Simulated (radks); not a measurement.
The numbers below are computed, except where a source is named.
Al2+, configuration [Ne] 3s1. Level of theory: Dirac Kohn-Sham, PBE, spin-unpolarised, spherical densities, finite nucleus; Fermi nuclear charge, rms radius 3.061 fm (a radial shooting solver on a logarithmic mesh with Libxc functionals).

Radial electron density D(r) = 4 pi r^2 rho(r):

```
   r/bohr * D(r) (the largest magnitude, 14.6, reaches the edge; | marks zero)
 0.004947 |*
 0.005578 | *
 0.006289 | *
  0.00709 |  *
 0.008059 |   *
 0.009086 |   *
  0.01024 |    *
  0.01164 |      *
  0.01313 |       *
   0.0148 |         *
  0.01669 |           *
  0.01897 |              *
  0.02139 |                 *
  0.02411 |                    *
  0.02741 |                        *
   0.0309 |                            *
  0.03484 |                                *
  0.03928 |                                    *
  0.04464 |                                         *
  0.05034 |                                             *
  0.05675 |                                                 *
  0.06451 |                                                    *
  0.07273 |                                                      *
    0.082 |                                                      *
  0.09246 |                                                     *
   0.1051 |                                                   *
   0.1185 |                                               *
   0.1336 |                                           *
   0.1518 |                                      *
   0.1712 |                                  *
    0.193 |                                *
   0.2176 |                               *
   0.2473 |                                *
   0.2789 |                                   *
   0.3144 |                                       *
   0.3574 |                                           *
   0.4029 |                                              *
   0.4543 |                                               *
   0.5122 |                                             *
   0.5822 |                                         *
   0.6564 |                                   *
   0.7401 |                            *
   0.8411 |                    *
   0.9484 |              *
    1.069 |         *
    1.206 |     *
     1.37 |   *
    1.545 |  *
    1.742 |  *
     1.98 | *
    2.232 | *
    2.517 | *
    2.838 |*
    3.225 |*
    3.636 *
      4.1 *
     4.66 *
    5.254 *
    5.924 *
    6.679 *
```

D(r) has 2 maxima, at r = 0.0807, 0.447 bohr, and minima at 0.216 bohr, inside which lie 2.21 electrons.
